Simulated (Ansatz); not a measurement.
`N=C1C[CH]1[GeH3]`, charge 0, multiplicity 1.

Task: Give a relaxed structure at PBE0-D4/def2-TZVP (Ansatz 0.2.0). (An estimate is asked.)

Result: Ansatz gave: 
Z-matrix (Å, degrees):
```
C
C 1 1.451
C 1 1.554 2 58.0
H 1 1.085 2 118.4 3 106.3
H 1 1.086 2 119.0 3 -106.5
N 2 1.253 1 144.5 3 -179.6
Ge 3 1.946 1 119.5 2 -109.4
H 3 1.087 1 115.8 2 106.3
H 6 1.022 2 110.5 1 179.4
H 7 1.538 3 109.9 1 -87.6
H 7 1.537 3 107.9 1 31.9
H 7 1.537 3 110.4 1 151.8
```
This is one stationary point; other conformers may exist.
